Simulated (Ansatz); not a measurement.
Basis sets compared for Al₇As₇. Total charge 0; singlet. Geometry PBE-D4/def2-SVP. Ansatz on 2 threads of AMD EPYC 7R13 on a shared host and a share (18 GiB) of an NVIDIA H100 80GB HBM3; times are rough, and most runs start from earlier orbitals.

| atom | x (Å) | y (Å) | z (Å) |
| --- | --- | --- | --- |
| Al1 | 1.2606 | 0.6694 | 2.2125 |
| Al2 | 1.9412 | -1.3391 | 0.0874 |
| Al3 | 1.9109 | 1.0893 | -1.0438 |
| Al4 | 0.0671 | -0.3743 | -2.6044 |
| Al5 | -2.0321 | 0.7681 | -1.0992 |
| Al6 | -1.4131 | 0.4509 | 2.1748 |
| Al7 | -1.7008 | -1.6359 | 0.0359 |
| As8 | 3.2924 | 0.5725 | 0.9597 |
| As9 | -0.2091 | 1.9652 | 3.4773 |
| As10 | 2.3625 | -1.0300 | -2.3063 |
| As11 | -2.0995 | -1.3934 | -2.3692 |
| As12 | -3.3670 | 0.0300 | 0.8662 |
| As13 | 0.1244 | -1.8123 | 1.6422 |
| As14 | -0.1376 | 2.0396 | -2.0330 |

Single mean-field runs in def2-TZVP are fitted with def2-universal-jkfit.

Binding counts from free atoms (Al doublet, As quartet) in the same basis, without a counterpoise term.

| level | functions | energy (Eh) | HOMO (eV) | LUMO (eV) | binding per atom (eV) | wall time |
| --- | --- | --- | --- | --- | --- | --- |
| PBE-D4/def2-SVP | 350 | -17342.9943 | -5.27 | -4.29 | 3.19 | 44 s |
| PBE0-D4/def2-SVP | 350 | -17343.5898 | -6.02 | -3.82 | 3.09 | 25 s |

Task: Estimate the rows for PBE-D4/def2-TZVP, PBE0-D4/def2-TZVP (with forces).

Result: 
| level | functions | energy (Eh) | HOMO (eV) | LUMO (eV) | binding per atom (eV) | wall time |
| --- | --- | --- | --- | --- | --- | --- |
| PBE-D4/def2-TZVP | 595 | -17345.5265 | -5.22 | -4.22 | 3.19 | 26 s |
| PBE0-D4/def2-TZVP (with forces) | 595 | -17346.1126 | -5.94 | -3.72 | 3.10 | 23 s |
